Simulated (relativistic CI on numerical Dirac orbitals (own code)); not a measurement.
Tc6+: L2,3 absorption edge

Computed with this model: Dirac-Coulomb-Breit CI, KLI orbitals optimised for each configuration, QED by a radiative potential, valence Slater integrals scaled by 0.9, multiplet model of core-to-valence dipole absorption; configurations [Kr] 4d → [He] 2s2 2p5 3s2 3p6 3d10 4s2 4p6 4d2; 10 K; Lorentzian 1.6 eV and Gaussian 0.5 eV FWHM. Energies are those of the free ion, without screening or charge transfer. The branching ratio is the share of the lower-energy edge in the whole absorption, uncertain by about 0.02 where the edges overlap. S is read from ⟨S²⟩ = S(S + 1).

Field parameters in Wybourne normalisation: D3d B²₀ = −7Dσ, B⁴₀ = −14Dq − 21Dτ, B⁴₃ = −14√(10/7) Dq; D4h B²₀ = −7Ds, B⁴₀ = 21(Dq − Dt), B⁴₄ = 21√(5/14) Dq; Td as Oh with Dq negative (B⁴₀ = 21Dq, B⁴₄ = √(5/14) B⁴₀). The field is a parameter set, without covalency.

Computed curve for D3d, 10Dq = 15400, Dσ = -740, Dτ = 270 cm⁻¹, scaled to 100 at the maximum (points under 2 are left out and the grid is thinned):

```json
{"Energy (eV)": "2684.00", "Intensity": "2.1"}
{"Energy (eV)": "2684.50", "Intensity": "2.4"}
{"Energy (eV)": "2685.00", "Intensity": "2.8"}
{"Energy (eV)": "2685.50", "Intensity": "3.3"}
{"Energy (eV)": "2686.00", "Intensity": "4.0"}
{"Energy (eV)": "2686.50", "Intensity": "5.0"}
{"Energy (eV)": "2687.00", "Intensity": "6.4"}
{"Energy (eV)": "2687.50", "Intensity": "8.7"}
{"Energy (eV)": "2687.75", "Intensity": "10.4"}
{"Energy (eV)": "2688.25", "Intensity": "15.6"}
{"Energy (eV)": "2688.75", "Intensity": "23.9"}
{"Energy (eV)": "2689.25", "Intensity": "32.5"}
{"Energy (eV)": "2689.75", "Intensity": "37.0"}
{"Energy (eV)": "2690.25", "Intensity": "42.6"}
{"Energy (eV)": "2690.75", "Intensity": "56.7"}
{"Energy (eV)": "2691.25", "Intensity": "76.1"}
{"Energy (eV)": "2691.75", "Intensity": "86.4"}
{"Energy (eV)": "2692.25", "Intensity": "89.3"}
{"Energy (eV)": "2692.75", "Intensity": "98.3"}
{"Energy (eV)": "2693.25", "Intensity": "96.2"}
{"Energy (eV)": "2693.75", "Intensity": "72.1"}
{"Energy (eV)": "2694.25", "Intensity": "44.0"}
{"Energy (eV)": "2694.75", "Intensity": "26.6"}
{"Energy (eV)": "2695.00", "Intensity": "21.3"}
{"Energy (eV)": "2695.50", "Intensity": "14.5"}
{"Energy (eV)": "2696.00", "Intensity": "10.4"}
{"Energy (eV)": "2696.50", "Intensity": "7.9"}
{"Energy (eV)": "2697.00", "Intensity": "6.4"}
{"Energy (eV)": "2697.50", "Intensity": "5.4"}
{"Energy (eV)": "2698.00", "Intensity": "4.5"}
{"Energy (eV)": "2698.50", "Intensity": "3.6"}
{"Energy (eV)": "2699.00", "Intensity": "3.0"}
{"Energy (eV)": "2699.50", "Intensity": "2.5"}
{"Energy (eV)": "2700.00", "Intensity": "2.2"}
{"Energy (eV)": "2802.25", "Intensity": "2.2"}
{"Energy (eV)": "2802.75", "Intensity": "2.8"}
{"Energy (eV)": "2803.25", "Intensity": "3.7"}
{"Energy (eV)": "2803.50", "Intensity": "4.3"}
{"Energy (eV)": "2804.00", "Intensity": "6.3"}
{"Energy (eV)": "2804.50", "Intensity": "10.0"}
{"Energy (eV)": "2805.00", "Intensity": "16.4"}
{"Energy (eV)": "2805.50", "Intensity": "24.2"}
{"Energy (eV)": "2806.00", "Intensity": "27.5"}
{"Energy (eV)": "2806.50", "Intensity": "26.4"}
{"Energy (eV)": "2807.00", "Intensity": "29.6"}
{"Energy (eV)": "2807.50", "Intensity": "34.7"}
{"Energy (eV)": "2808.00", "Intensity": "32.3"}
{"Energy (eV)": "2808.50", "Intensity": "28.3"}
{"Energy (eV)": "2809.00", "Intensity": "28.0"}
{"Energy (eV)": "2809.50", "Intensity": "26.1"}
{"Energy (eV)": "2810.00", "Intensity": "20.3"}
{"Energy (eV)": "2810.50", "Intensity": "13.2"}
{"Energy (eV)": "2810.75", "Intensity": "10.3"}
{"Energy (eV)": "2811.25", "Intensity": "6.6"}
{"Energy (eV)": "2811.75", "Intensity": "4.6"}
{"Energy (eV)": "2812.25", "Intensity": "3.4"}
{"Energy (eV)": "2812.75", "Intensity": "2.7"}
{"Energy (eV)": "2813.25", "Intensity": "2.4"}
{"Energy (eV)": "2813.75", "Intensity": "2.3"}
{"Energy (eV)": "2814.25", "Intensity": "2.1"}
```

The ground state has S = 0.50, and the centroid lies at 2725.79 eV.
